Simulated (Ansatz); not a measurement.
Gas-phase electronic energies from Ansatz, PBE0-D4/def2-TZVP geometries. CCSD(T)/CBS adds triple-zeta CCSD(T) − MP2 to the extrapolated MP2 energy (def2 sets, frozen cores). DFT in def2-TZVPP. B3LYP here is the variant with VWN-RPA as its local correlation; programs differ in this. Elements past krypton have def2 core potentials. For Sn outer-core shells are correlated without core-valence functions, which leaves a few kJ/mol of doubt a bond. One conformer a species, not always the lowest.

`BSC` + `C=C[CH2][SnH2][F]` → `B[CH2][SnH2][F]` + `C=CSC`  (formal exchange of groups at a B–S bond)

```tsv
level	ΔE (kcal/mol)	difference from CCSD(T)/CBS
PBE-D4	17.9	0.0
r2SCAN-D4	17.6	-0.3
B3LYP-D4	18.1	0.2
B3LYP	18.1	0.2
HF/def2-TZVPP	18.4	0.5
CCSD/def2-TZVPP	18.5	0.6
CCSD(T)/def2-TZVPP	18.5	0.6
MP2/def2-QZVPP	17.7	-0.2
SCS-MP2/def2-QZVPP	17.7	-0.2
MP2/CBS(def2)	17.5	-0.4
CCSD(T)/CBS	17.9	0
```

Largest T1 diagnostic among the species: 0.014.
